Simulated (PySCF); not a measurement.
AlF2, SMILES [F][Al][F], multiplicity 2. Geometry: PBE-D3(BJ)/def2-TZVP. The multiplicity is an assumed one; other spin states were not compared. The isomer is the one that the SMILES or the coordinates give; other isomers of the formula were not compared.

Computed with PBE-D3(BJ)/def2-TZVP run with PySCF.

Harmonic wavenumbers (cm⁻¹): 218, 714, 862. Rotational constants (GHz): 46.98, 6.347, 5.591; symmetry number 2.

Q: Work out the zero-point energy and the ideal-gas rigid-rotor harmonic-oscillator thermochemistry at 298.15 K and 1 atm.

A: ZPE = ½ Σ hcν = ½ × 1794 cm⁻¹ = 10.73 kJ/mol. H − E(el) = 22.49 kJ/mol. Entropy in J/(mol K): translation 160.80, rotation 89.56, vibration 10.16, spin 5.76, total 266.28. G − E(el) = -56.90 kJ/mol. Cp = 46.52 J/(mol K).
